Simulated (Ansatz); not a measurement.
Relaxation of Si6Cl6 prismane (Si₆Cl₆) with RKS PBE0-D4/def2-SVP.

```sh
$ ansatz run in.yaml --threads 4 --pin off --events-out ev --progress --plain --max-ram 6963MiB
```

```yaml
crystal:
  periodic: [false, false, false]
  atoms:
    - {symbol: Si, position_ang: [-0.669330, 1.634250, -0.566560]}
    - {symbol: Cl, position_ang: [-1.439500, 3.433220, -1.166850]}
    - {symbol: Si, position_ang: [0.536970, -0.116960, -1.772620]}
    - {symbol: Cl, position_ang: [1.115010, -0.283400, -3.728520]}
    - {symbol: Si, position_ang: [1.570590, 0.974210, 0.154970]}
    - {symbol: Cl, position_ang: [3.309730, 2.032230, 0.366980]}
    - {symbol: Si, position_ang: [0.611700, -0.687100, 1.609380]}
    - {symbol: Cl, position_ang: [1.318270, -1.421160, 3.385060]}
    - {symbol: Si, position_ang: [-1.628310, -0.027590, 0.887170]}
    - {symbol: Cl, position_ang: [-3.431780, -0.021590, 1.856150]}
    - {symbol: Si, position_ang: [-0.421570, -1.778510, -0.318330]}
    - {symbol: Cl, position_ang: [-0.871780, -3.737600, -0.706830]}
basis:
  gaussian: {orbitals: def2-SVP}
hamiltonian: {xc: pbe0, dispersion: d4}
scf: {lower_state_search: "off"}
output: {orbitals: {seedname: orbitals}}
relax: {f_tol: 0.03, max_steps: 70}
```

Run time 25 s (4 threads of Arm Neoverse V2 on a shared host), peak host memory 0.92 GiB.

Positions (Å) and forces (eV/Å) at steps 1, 2, 3 of 3:

```xyz
12
step=1 energy=-122326.9092 eV
Si   -0.669    1.634   -0.567    0.438   -0.814    0.225
Cl   -1.440    3.433   -1.167   -0.150    0.325   -0.105
Si    0.537   -0.117   -1.773   -0.244    0.179    0.910
Cl    1.115   -0.283   -3.729    0.106   -0.043   -0.367
Si    1.571    0.974    0.155   -0.824   -0.443   -0.176
Cl    3.310    2.032    0.367    0.323    0.189    0.046
Si    0.612   -0.687    1.609   -0.405    0.277   -0.811
Cl    1.318   -1.421    3.385    0.136   -0.125    0.316
Si   -1.628   -0.028    0.887    0.848   -0.091   -0.399
Cl   -3.432   -0.022    1.856   -0.325    0.011    0.166
Si   -0.422   -1.779   -0.318    0.174    0.883    0.275
Cl   -0.872   -3.738   -0.707   -0.077   -0.347   -0.081
12
step=2 energy=-122326.9890 eV
Si   -0.658    1.610   -0.558    0.073   -0.067   -0.002
Cl   -1.444    3.425   -1.161    0.008   -0.031    0.012
Si    0.529   -0.113   -1.746   -0.011    0.055    0.084
Cl    1.112   -0.291   -3.722   -0.011   -0.002    0.033
Si    1.547    0.961    0.152   -0.082   -0.021   -0.052
Cl    3.306    2.025    0.372   -0.028   -0.020    0.000
Si    0.601   -0.678    1.586   -0.069    0.001   -0.071
Cl    1.323   -1.414    3.378   -0.007    0.014   -0.029
Si   -1.604   -0.029    0.876    0.087   -0.045   -0.022
Cl   -3.428   -0.015    1.849    0.027    0.005   -0.018
Si   -0.416   -1.752   -0.312    0.003    0.079    0.062
Cl   -0.868   -3.729   -0.713    0.009    0.032    0.001
12
step=3 energy=-122326.9918 eV
Si   -0.654    1.605   -0.557   -0.001    0.011   -0.005
Cl   -1.444    3.417   -1.158    0.000   -0.006    0.003
Si    0.528   -0.110   -1.739    0.004    0.002   -0.012
Cl    1.109   -0.293   -3.714   -0.002   -0.002    0.005
Si    1.541    0.958    0.150    0.009    0.008   -0.001
Cl    3.300    2.019    0.373   -0.004   -0.004    0.001
Si    0.598   -0.677    1.580    0.001   -0.006    0.011
Cl    1.323   -1.410    3.371    0.000    0.003   -0.005
Si   -1.598   -0.030    0.873   -0.009   -0.003    0.008
Cl   -3.422   -0.012    1.843    0.004    0.002   -0.004
Si   -0.415   -1.746   -0.309   -0.004   -0.012    0.001
Cl   -0.866   -3.721   -0.714    0.002    0.005   -0.002
```
